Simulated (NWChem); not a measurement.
Species: C$_{2}$H$_{6}$OSi; SMILES O[SiH2]C=C

```xyz
10

Si    -0.5753     0.7004    -0.0280
O      0.9716     1.3291    -0.0309
C     -0.5219    -1.1657     0.0456
C      0.6251    -1.8491    -0.0450
H     -1.2117     1.1743    -1.2889
H     -1.3712     1.2123     1.1347
H      1.4564     1.2696     0.7971
H     -1.4577    -1.7285     0.1683
H      1.5837    -1.3332    -0.1740
H      0.6632    -2.9435    -0.0014
```
Atoms are numbered in this order, from 1.

Results from NWChem. Medium grid unless said otherwise, to which SCAN and Minnesota functionals are sensitive. All runs use the structure optimised with PBE0/def2-SVP. Total energies of different functionals are on different scales.

```json
[
 {"level": "PBE/def2-SVP", "energy (Ha)": "-443.9931", "highest occupied level (eV)": "-6.68", "orbital gap (eV)": "5.39", "dipole (D)": "1.55"},
 {"level": "B3LYP/def2-SVP", "energy (Ha)": "-444.3643", "highest occupied level (eV)": "-7.61", "orbital gap (eV)": "7.15", "dipole (D)": "1.61"},
 {"level": "PBE0/def2-SVP", "energy (Ha)": "-444.0379", "highest occupied level (eV)": "-7.89", "orbital gap (eV)": "7.59", "dipole (D)": "1.64"},
 {"level": "M06-2X/def2-SVP", "energy (Ha)": "-444.2497", "highest occupied level (eV)": "-9.08", "orbital gap (eV)": "9.75", "dipole (D)": "1.65"},
 {"level": "BLYP/def2-SVP", "energy (Ha)": "-444.2724", "highest occupied level (eV)": "___", "orbital gap (eV)": "5.39", "dipole (D)": "1.54"},
 {"level": "CAM-B3LYP/def2-SVP", "energy (Ha)": "-444.2710", "highest occupied level (eV)": "-9.18", "orbital gap (eV)": "10.14", "dipole (D)": "1.64"}
]
```

**Question.** Complete the blanks.

**Answer.** 
- BLYP/def2-SVP, highest occupied level (eV): -6.49
